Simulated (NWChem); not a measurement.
System: C3H10Si; SMILES CC[SiH2]C

Output (shortened):

```
             Northwest Computational Chemistry Package (NWChem) 7.3.0
             --------------------------------------------------------

 CS  symmetry detected

                             Geometry "geometry" -> ""
                             -------------------------

 Output coordinates in angstroms (scale by  1.889725989 to convert to a.u.)

  No.       Tag          Charge          X              Y              Z
 ---- ---------------- ---------- -------------- -------------- --------------
    1 C                    6.0000    -0.06068646     2.29887282     0.00000000
    2 C                    6.0000     0.64596549     0.94560788     0.00000000
    3 Si                  14.0000    -0.51245605    -0.54716556     0.00000000
    4 C                    6.0000     0.44451026    -2.16742323     0.00000000
    5 H                    1.0000     0.65598760     3.13566388     0.00000000
    6 H                    1.0000    -0.70408500     2.42018225    -0.88621100
    7 H                    1.0000    -0.70408500     2.42018225     0.88621100
    8 H                    1.0000     1.30796057     0.85634566     0.87986600
    9 H                    1.0000     1.30796057     0.85634566    -0.87986600
   10 H                    1.0000    -1.40111859    -0.48463711    -1.20739000
   11 H                    1.0000    -1.40111859    -0.48463711     1.20739000
   12 H                    1.0000     1.08711699    -2.24596865     0.89089000
   13 H                    1.0000    -0.24008657    -3.02953510     0.00000000
   14 H                    1.0000     1.08711699    -2.24596865    -0.89089000

 Effective nuclear repulsion energy (a.u.)     169.9084441765

      Symmetry information
      --------------------

 Group name             Cs
 Group number              2
 Group order               2
 No. of unique centers    10

                                 NWChem DFT Module
                                 -----------------

 Summary of "ao basis" -> "ao basis" (spherical)
 ------------------------------------------------------------------------------
       Tag                 Description            Shells   Functions and Types
 ---------------- ------------------------------  ------  ---------------------
 C                          def2-svp                 6       14   3s2p1d
 Si                         def2-svp                 8       18   4s3p1d
 H                          def2-svp                 3        5   2s1p

      Symmetry analysis of basis
      --------------------------

        a'         71
        a"         39

            General Information
            -------------------
          SCF calculation type: DFT
          Wavefunction type:  closed shell.
          No. of atoms     :    14
          No. of electrons :    42
           Alpha electrons :    21
            Beta electrons :    21
          Charge           :     0
          Spin multiplicity:     1
          Use of symmetry is: on ; symmetry adaption is: on
          Maximum number of iterations: 150
          AO basis - number of functions:   110
                     number of shells:    56
          Convergence on energy requested:  1.00D-06
          Convergence on density requested:  1.00D-05
          Convergence on gradient requested:  5.00D-04

              XC Information
              --------------
                         B3LYP Method XC Potential
                     Hartree-Fock (Exact) Exchange  0.200
                        Slater Exchange Functional  0.800 local
                    Becke 1988 Exchange Functional  0.720 non-local
              Lee-Yang-Parr Correlation Functional  0.810
                  VWN I RPA Correlation Functional  0.190 local

             Grid Information
             ----------------
          Grid used for XC integration:  medium
          Radial quadrature: Mura-Knowles
          Angular quadrature: Lebedev.
          Tag              B.-S. Rad. Rad. Pts. Rad. Cut. Ang. Pts.
          ---              ---------- --------- --------- ---------
          C                   0.70       49          13.0       434
          Si                  1.10       88          11.0       590
          H                   0.35       45          14.0       434
          Grid pruning is: on
          Number of quadrature shells:   505
          Spatial weights used:  Erf1

      Superposition of Atomic Density Guess
      -------------------------------------

 Sum of atomic energies:        -406.60576600

      Non-variational initial energy
      ------------------------------

 Total energy =    -409.121477
 1-e energy   =    -893.449265
 2-e energy   =     314.419344
 HOMO         =      -0.346109
 LUMO         =       0.075224

      Symmetry analysis of molecular orbitals - initial
      -------------------------------------------------

  Numbering of irreducible representations:

     1 a'          2 a"

  Orbital symmetries:

     1 a'          2 a'          3 a'          4 a'          5 a'
     6 a'          7 a'          8 a"          9 a'         10 a'
    11 a'         12 a'         13 a"         14 a'         15 a'
    16 a"         17 a'         18 a"         19 a'         20 a"
    21 a'         22 a'         23 a'         24 a'         25 a"
    26 a'         27 a"         28 a'         29 a'         30 a"
    31 a'

     ---------------------------------------------
      Total Density - Mulliken Population Analysis
     ---------------------------------------------

    Atom       Charge   Shell Charges
 -----------   ------   -------------------------------------------------------
    1 C    6     6.25   1.99  0.95  0.20  2.03  1.05  0.03
    2 C    6     6.51   1.99  0.97  0.28  2.06  1.18  0.02
    3 Si  14    13.45   2.00  1.99  1.00  0.25  5.94  1.11  0.98  0.18
    4 C    6     6.59   1.99  0.96  0.28  2.12  1.23  0.01
    5 H    1     0.90   0.67  0.20  0.02
    6 H    1     0.90   0.67  0.20  0.02
    7 H    1     0.90   0.67  0.20  0.02
    8 H    1     0.87   0.66  0.18  0.03
    9 H    1     0.87   0.66  0.18  0.03
   10 H    1     1.08   0.70  0.37  0.01
   11 H    1     1.08   0.70  0.37  0.01
   12 H    1     0.86   0.65  0.19  0.03
   13 H    1     0.86   0.65  0.18  0.03
   14 H    1     0.86   0.65  0.19  0.03

   convergence    iter        energy       DeltaE   RMS-Dens  Diis-err
 ---------------- ----- ----------------- --------- --------- ---------
 d= 0,ls=0.0,diis     1   -409.6539543007 -5.80D+02  5.27D-03  2.73D-01
 d= 0,ls=0.0,diis     2   -409.6848327827 -3.09D-02  1.70D-03  2.23D-02
 d= 0,ls=0.0,diis     3   -409.6854904660 -6.58D-04  8.56D-04  1.80D-02
 d= 0,ls=0.0,diis     4   -409.6879065645 -2.42D-03  1.14D-04  9.96D-05
 d= 0,ls=0.0,diis     5   -409.6879211513 -1.46D-05  3.13D-05  1.01D-05
  Resetting Diis
 d= 0,ls=0.0,diis     6   -409.6879225997 -1.45D-06  6.34D-06  7.23D-07
 d= 0,ls=0.0,diis     7   -409.6879226850 -8.53D-08  3.91D-06  7.91D-08

         Total DFT energy =     -409.687922685030
      One electron energy =     -898.270411833039
           Coulomb energy =      359.601224312213
    Exchange-Corr. energy =      -40.927179340690
 Nuclear repulsion energy =      169.908444176486

 Numeric. integr. density =       42.000003629358

                  Occupations of the irreducible representations
                  ----------------------------------------------

                     irrep           alpha         beta
                     --------     --------     --------
                     a'               16.0         16.0
                     a"                5.0          5.0

                       DFT Final Molecular Orbital Analysis
                       ------------------------------------

 Vector   19  Occ=2.000000D+00  E=-3.186186D-01  Symmetry=a"
              MO Center= -8.3D-01, -4.0D-01,  3.4D-13, r^2= 3.2D+00
   Bfn.  Coefficient  Atom+Function         Bfn.  Coefficient  Atom+Function
  ----- ------------  ---------------      ----- ------------  ---------------
    86      0.309416  10 H  s                91     -0.309416  11 H  s
    38     -0.251434   3 Si pz               87      0.201398  10 H  s
    92     -0.201398  11 H  s                41     -0.163639   3 Si pz
    20      0.145556   2 C  pz               35      0.142513   3 Si pz
    76      0.125894   8 H  s                81     -0.125894   9 H  s

 Vector   20  Occ=2.000000D+00  E=-3.173338D-01  Symmetry=a'
              MO Center= -1.6D-01, -1.2D+00, -3.3D-13, r^2= 3.1D+00
   Bfn.  Coefficient  Atom+Function         Bfn.  Coefficient  Atom+Function
  ----- ------------  ---------------      ----- ------------  ---------------
    51      0.320754   4 C  py               50     -0.230636   4 C  px
    36      0.217399   3 Si px               54      0.179464   4 C  py
    86     -0.176483  10 H  s                91     -0.176483  11 H  s
    37     -0.163394   3 Si py               39      0.146610   3 Si px
    49      0.139734   4 C  s                33     -0.122745   3 Si px

 Vector   21  Occ=2.000000D+00  E=-2.932491D-01  Symmetry=a'
              MO Center=  1.9D-01,  5.9D-01, -3.1D-15, r^2= 3.5D+00
   Bfn.  Coefficient  Atom+Function         Bfn.  Coefficient  Atom+Function
  ----- ------------  ---------------      ----- ------------  ---------------
    19      0.285400   2 C  py               18      0.278605   2 C  px
    37     -0.223165   3 Si py               61     -0.206005   5 H  s
    21      0.159734   2 C  px               17     -0.157724   2 C  s
     5     -0.155108   1 C  py               51      0.155657   4 C  py
    22      0.151036   2 C  py               36     -0.148618   3 Si px

 Vector   22  Occ=0.000000D+00  E= 4.715951D-02  Symmetry=a'
              MO Center= -2.6D-01, -2.4D-01,  6.9D-15, r^2= 8.0D+00
   Bfn.  Coefficient  Atom+Function         Bfn.  Coefficient  Atom+Function
  ----- ------------  ---------------      ----- ------------  ---------------
    49      1.909469   4 C  s                 3     -1.221087   1 C  s
    40      1.037371   3 Si py               62      0.603715   5 H  s
   102     -0.561255  13 H  s                97     -0.556376  12 H  s
   107     -0.556376  14 H  s                67      0.483022   6 H  s
    72      0.483022   7 H  s                17     -0.478373   2 C  s

 Vector   23  Occ=0.000000D+00  E= 5.003859D-02  Symmetry=a'
              MO Center=  4.9D-01, -1.5D-01,  3.1D-14, r^2= 6.9D+00
   Bfn.  Coefficient  Atom+Function         Bfn.  Coefficient  Atom+Function
  ----- ------------  ---------------      ----- ------------  ---------------
    17      1.756197   2 C  s                49      1.348071   4 C  s
    39     -0.954218   3 Si px               77     -0.742103   8 H  s
    82     -0.742103   9 H  s                 3      0.682734   1 C  s
    97     -0.520628  12 H  s               107     -0.520628  14 H  s
    32     -0.459433   3 Si s               102     -0.423107  13 H  s

 Vector   24  Occ=0.000000D+00  E= 8.814610D-02  Symmetry=a"
              MO Center= -1.8D-01, -5.4D-01, -2.3D-12, r^2= 5.1D+00
   Bfn.  Coefficient  Atom+Function         Bfn.  Coefficient  Atom+Function
  ----- ------------  ---------------      ----- ------------  ---------------
    41      1.390497   3 Si pz               87      1.035428  10 H  s
    92     -1.035428  11 H  s                77     -0.544470   8 H  s
    82      0.544470   9 H  s                97     -0.527121  12 H  s
   107      0.527121  14 H  s                38      0.277287   3 Si pz
    23      0.227039   2 C  pz               55      0.219482   4 C  pz

     ---------------------------------------------
      Total Density - Mulliken Population Analysis
     ---------------------------------------------

    Atom       Charge   Shell Charges
 -----------   ------   -------------------------------------------------------
    1 C    6     6.00   1.98  0.90  0.11  2.12  0.84  0.03
    2 C    6     6.23   1.98  0.91  0.22  2.13  0.96  0.03
    3 Si  14    13.55   2.00  1.98  1.04  0.18  5.93  1.30  0.89  0.22
    4 C    6     6.24   1.98  0.90  0.23  2.13  0.98  0.02
    5 H    1     0.99   0.75  0.22  0.02
    6 H    1     0.98   0.75  0.21  0.02
    7 H    1     0.98   0.75  0.21  0.02
    8 H    1     0.97   0.74  0.20  0.02
    9 H    1     0.97   0.74  0.20  0.02
   10 H    1     1.11   0.75  0.35  0.01
   11 H    1     1.11   0.75  0.35  0.01
   12 H    1     0.96   0.73  0.20  0.02
   13 H    1     0.95   0.73  0.20  0.02
   14 H    1     0.96   0.73  0.20  0.02

     -------------------------------------------
      Total Density - Lowdin Population Analysis
     -------------------------------------------

    Atom       Charge   Shell Charges
 -----------   ------   -------------------------------------------------------
    1 C    6     6.06   1.96  0.57  0.30  1.89  1.26  0.07
    2 C    6     6.22   1.96  0.60  0.32  1.92  1.34  0.06
    3 Si  14    13.47   2.00  1.93  0.65  0.32  5.82  1.33  1.10  0.33
    4 C    6     6.25   1.96  0.59  0.34  1.90  1.42  0.05
    5 H    1     0.98   0.64  0.27  0.06
    6 H    1     0.98   0.64  0.27  0.06
    7 H    1     0.98   0.64  0.27  0.06
    8 H    1     0.97   0.64  0.27  0.07
    9 H    1     0.97   0.64  0.27  0.07
   10 H    1     1.11   0.66  0.44  0.02
   11 H    1     1.11   0.66  0.44  0.02
   12 H    1     0.97   0.63  0.27  0.07
   13 H    1     0.96   0.63  0.27  0.07
   14 H    1     0.97   0.63  0.27  0.07

     Multipole analysis of the density
     ---------------------------------

     L   x y z        total         alpha         beta         nuclear
     -   - - -        -----         -----         ----         -------
     0   0 0 0     -0.000000    -21.000000    -21.000000     42.000000

     1   1 0 0      0.322236      0.161118      0.161118     -0.000000
     1   0 1 0     -0.022862     -0.011431     -0.011431      0.000000
     1   0 0 1      0.000000      0.000000      0.000000      0.000000

     2   2 0 0    -27.407752    -46.876718    -46.876718     66.345684
     2   1 1 0     -0.094062      1.624117      1.624117     -3.342297
     2   1 0 1     -0.000000     -0.000000     -0.000000      0.000000
     2   0 2 0    -26.295587   -213.487954   -213.487954    400.680320
     2   0 1 1     -0.000000     -0.000000     -0.000000      0.000000
     2   0 0 2    -26.964517    -27.091619    -27.091619     27.218722
```

Level: B3LYP/def2-SVP. Geometry: optimised at PBE0/def2-SVP.

Question: Reconstruct the input file.

Answer: Several could match; the one computed here: the input that was run:
```
start job
memory heap 200 mb stack 900 mb global 1100 mb
geometry units angstroms noautoz
  C     -0.063060     2.297133     0.000000
  C      0.651024     0.947775     0.000000
  Si    -0.499170    -0.551347     0.000000
  C      0.466693    -2.166317     0.000000
  H      0.649001     3.137853     0.000000
  H     -0.707116     2.414902    -0.886211
  H     -0.707116     2.414902     0.886211
  H      1.313500     0.862155     0.879866
  H      1.313500     0.862155    -0.879866
  H     -1.388163    -0.493707    -1.207390
  H     -1.388163    -0.493707     1.207390
  H      1.109722    -2.241327     0.890890
  H     -0.213152    -3.032181     0.000000
  H      1.109722    -2.241327    -0.890890
end
basis spherical
  * library def2-svp
end
dft
  xc b3lyp
  iterations 150
  mulliken
end
task dft energy
```
